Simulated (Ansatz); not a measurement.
CH₃BOSe (`BC(O)=[Se]`). Total charge 0; spin multiplicity 1. All single points use the PBE0-D4/def2-TZVP geometry. It is one conformer, not always the lowest.

```xyz
7

B    -0.524   -0.060   -0.808
C     0.464    0.093    0.347
O     0.580   -0.014    1.639
Se    1.697    0.567   -0.847
H    -0.694   -1.146   -1.280
H    -1.255    0.852   -1.065
H    -0.267   -0.292    2.015
```

(1) What is the dipole moment at B3LYP/def2-TZVPP? (Estimate.)

(2) And with PBE, r2SCAN, ωB97M-V? (Best estimate.)

(3) Give the Mulliken charges with B3LYP, ωB97M-V, r2SCAN in def2-TZVPP. (Best estimate.)

## Answers

(1) Ansatz gave: 2.55 D, with components (-1.03, -0.53, 2.28) D in this frame, pointing from negative to positive charge.

(2) Computed: PBE 2.50 D, r2SCAN 2.65 D, ωB97M-V 2.68 D.

(3) Ansatz gave: 
| atom | B3LYP | ωB97M-V | r2SCAN |
| --- | --- | --- | --- |
| B1 | -0.27 | -0.38 | -0.21 |
| C2 | 0.18 | 0.18 | 0.18 |
| O3 | -0.18 | -0.17 | -0.21 |
| Se4 | -0.05 | -0.03 | -0.05 |
| H5 | 0.04 | 0.09 | 0.02 |
| H6 | 0.04 | 0.09 | 0.02 |
| H7 | 0.23 | 0.22 | 0.25 |

B3LYP here is the variant with VWN-RPA as its local correlation; programs differ in this.
